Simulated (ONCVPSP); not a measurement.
# Which setting gave this result? (Mg, ONCV)

Base potential:

| Quantity | Value |
| --- | --- |
| Element | magnesium |
| Generator | ONCVPSP 4.0.1 |
| Type | optimised norm-conserving Vanderbilt (ONCV) |
| Functional | LDA (Perdew-Wang 92) |
| Relativity | scalar-relativistic |
| Frozen core | [He] |
| Valence charge | 10 |
| Reference configuration | 2s2 2p6 3s2 |
| Partial waves | 2s+3s: rc 1.00 bohr, ncon 4, nbas 9, qcut 13.4 1/bohr, 2 projectors; 2p: rc 1.05 bohr, ncon 4, nbas 7, qcut 13.6 1/bohr, 1 projector |
| Local potential | polynomial inside 0.65 bohr (lpopt 3, dvloc0 0 Ha) |
| Core correction | none |

Cutoffs, loose and tight: the cutoffs (Ha) at which the residual kinetic energy of the hardest occupied pseudo-wave falls to 1 and 0.1 mHa per electron. They do not see the model core or the augmentation charge, which bear on the density cutoff. Test errors are all-electron minus pseudo excitation energies from the reference, over the configurations 2s2 2p6 3s1; 2s2 2p6 3s0; 2s2 2p6 3s1.5; 2s2 2p6 3s0 3p2; variants that change the core or the reference have their own tests.

Only the p radius is moved:

| p radius (bohr) | cutoff, loose | cutoff, tight | bound ghosts | largest test error (meV) |
| --- | --- | --- | --- | --- |
| 0.74 | 139 Ha | 264 Ha | none | -15 |
| 0.8 | 90 Ha | 213 Ha | none | -18 |
| 0.9 | 80 Ha | 93 Ha | none | -27 |
| 1 | 73 Ha | 83 Ha | none | -39 |
| 1.08 | 68 Ha | 78 Ha | none | -50 |
| 1.16 | 64 Ha | 74 Ha | none | -63 |
| 1.24 | 61 Ha | 70 Ha | none | -77 |
| 1.34 | 55 Ha | 64 Ha | none | -102 |
| 1.52 | 50 Ha | 63 Ha | none | -168 |

One more run gave cutoff, loose: 52 Ha; cutoff, tight: 63 Ha; bound ghosts: none; largest test error (meV): -122. Which value of the p radius was used?

1.42 bohr. The loose cutoff moves one way along this sweep, from 139 Ha at 0.74 to 50 Ha at 1.52 bohr, which places the run between 1.34 and 1.52 bohr.
